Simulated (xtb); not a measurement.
Br₃Pb, charge -1, singlet, geometry from GFN2-xTB (such geometries of metal compounds can be far from the true shape); GFN2-xTB run with xtb 6.7.1.

xtb was given this input:
```
$ xtb mol.xyz --gfn 2 --chrg -1 --grad --json

# file mol.xyz
4

Pb     0.00381371    -0.00015158     0.64375725
Br     0.60057734    -2.35520043    -0.50687391
Br     1.73497476     1.70048433    -0.51263926
Br    -2.34448708     0.65507125    -0.48871810
```

Task: What does xtb print? Leave out banner, timings and long lists.

Result: 
```
   ID    Z sym.   atoms
    1   82 Pb     1
    2   35 Br     2-4

           -------------------------------------------------
          |                Calculation Setup                |
           -------------------------------------------------

           -------------------------------------------------
          |                 G F N 2 - x T B                 |
           -------------------------------------------------

          ...................................................
          :                      SETUP                      :
          :.................................................:
          :  # basis functions                  34          :
          :  # atomic orbitals                  31          :
          :  # shells                           11          :
          :  # electrons                        26          :
          :  max. iterations                   250          :
          :  Hamiltonian                  GFN2-xTB          :
          :  restarted?                      false          :
          :  GBSA solvation                  false          :
          :  PC potential                    false          :
          :  electronic temp.          300.0000000     K    :
          :  accuracy                    1.0000000          :
          :  -> integral cutoff          0.2500000E+02      :
          :  -> integral neglect         0.1000000E-07      :
          :  -> SCF convergence          0.1000000E-05 Eh   :
          :  -> wf. convergence          0.1000000E-03 e    :
          :  Broyden damping             0.4000000          :
          :  net charge                         -1          :
          :  unpaired electrons                  0          :
          ...................................................

 iter      E             dE          RMSdq      gap      omega  full diag
   1    -15.0192442 -0.150192E+02  0.793E+00    5.79       0.0  T
   2    -15.0315289 -0.122847E-01  0.515E+00    5.24       1.0  T
   3    -15.0335898 -0.206093E-02  0.187E+00    5.18       1.0  T
   4    -15.0341219 -0.532094E-03  0.119E+00    5.19       1.0  T
   5    -15.0344837 -0.361808E-03  0.157E-01    5.20       1.0  T
   6    -15.0344845 -0.716829E-06  0.327E-02    5.20       1.5  T
   7    -15.0344851 -0.687826E-06  0.125E-02    5.20       4.0  T
   8    -15.0344852 -0.281172E-07  0.751E-03    5.20       6.7  T
   9    -15.0344852 -0.242152E-07  0.216E-03    5.20      23.1  T
  10    -15.0344852 -0.248379E-09  0.220E-04    5.20     227.8  T
  11    -15.0344852 -0.131362E-10  0.531E-06    5.20    9420.4  T

   *** convergence criteria satisfied after 11 iterations ***

         :::::::::::::::::::::::::::::::::::::::::::::::::::::
         ::                     SUMMARY                     ::
         :::::::::::::::::::::::::::::::::::::::::::::::::::::
         :: total energy             -15.033074741127 Eh    ::
         :: gradient norm              0.000033282402 Eh/a0 ::
         :: HOMO-LUMO gap              5.197941596751 eV    ::
         ::.................................................::
         :: SCC energy               -15.034482569090 Eh    ::
         :: -> isotropic ES            0.151043483448 Eh    ::
         :: -> anisotropic ES         -0.003698184339 Eh    ::
         :: -> anisotropic XC         -0.016321781579 Eh    ::
         :: -> dispersion             -0.005155191759 Eh    ::
         :: repulsion energy           0.001407827963 Eh    ::
         :: add. restraining           0.000000000000 Eh    ::
         :: total charge              -1.000000000000 e     ::
         :::::::::::::::::::::::::::::::::::::::::::::::::::::

           -------------------------------------------------
          |                Property Printout                |
           -------------------------------------------------

    * Orbital Energies and Occupations

         #    Occupation            Energy/Eh            Energy/eV
      -------------------------------------------------------------
         1        2.0000           -0.7483202             -20.3628
         2        2.0000           -0.6785903             -18.4654
         3        2.0000           -0.6785903             -18.4654
         4        2.0000           -0.6708219             -18.2540
         5        2.0000           -0.2957094              -8.0467
         6        2.0000           -0.2957094              -8.0467
         7        2.0000           -0.2808643              -7.6427
         8        2.0000           -0.2539829              -6.9112
         9        2.0000           -0.2539829              -6.9112
        10        2.0000           -0.2532048              -6.8901
        11        2.0000           -0.2532048              -6.8901
        12        2.0000           -0.2525062              -6.8710
        13        2.0000           -0.2510048              -6.8302 (HOMO)
        14                         -0.0599840              -1.6322 (LUMO)
        15                          0.0371732               1.0115
        16                          0.0371732               1.0115
        17                          0.2066309               5.6227
        18                          0.2066309               5.6227
        19                          0.2067393               5.6257
        20                          0.2067393               5.6257
        21                          0.2072400               5.6393
        22                          0.2175387               5.9195
        23                          0.2178411               5.9278
        24                          0.2178411               5.9278
       ...                                ...                  ...
        31                          0.4235122              11.5244
      -------------------------------------------------------------
                  HL-Gap            0.1910208 Eh            5.1979 eV
             Fermi-level           -0.1554944 Eh           -4.2312 eV

     #   Z          covCN         q      C6AA      α(0)
     1  82 Pb       2.586     0.593   462.321    42.563
     2  35 Br       0.862    -0.531   200.152    22.810
     3  35 Br       0.862    -0.531   200.152    22.810
     4  35 Br       0.862    -0.531   200.152    22.810

 Mol. C6AA /au·bohr⁶  :       4063.529731
 Mol. C8AA /au·bohr⁸  :     367167.222003
 Mol. α(0) /au        :        110.994076

Wiberg/Mayer (AO) data.
largest (>0.10) Wiberg bond orders for each atom

 ---------------------------------------------------------------------------
     #   Z sym  total        # sym  WBO       # sym  WBO       # sym  WBO
 ---------------------------------------------------------------------------
     1  82 Pb   2.128 --     3 Br   0.709     4 Br   0.709     2 Br   0.709
     2  35 Br   0.763 --     1 Pb   0.709
     3  35 Br   0.763 --     1 Pb   0.709
     4  35 Br   0.763 --     1 Pb   0.709
 ---------------------------------------------------------------------------

Topologies differ in total number of bonds
Writing topology from bond orders to xtbtopo.mol

molecular dipole:
                 x           y           z       tot (Debye)
 q only:        0.013      -0.001       2.234
   full:        0.018      -0.001       2.998       7.621
molecular quadrupole (traceless):
                xx          xy          yy          xz          yz          zz
 q only:       -8.125      -0.000      -8.126       0.144      -0.006      16.252
  q+dip:      -13.304      -0.000     -13.306       0.236      -0.009      26.610
   full:      -12.906      -0.000     -12.907       0.229      -0.009      25.813

           -------------------------------------------------
          | TOTAL ENERGY              -15.033074741127 Eh   |
          | GRADIENT NORM               0.000033282402 Eh/α |
          | HOMO-LUMO GAP               5.197941596751 eV   |
           -------------------------------------------------

normal termination of xtb
```
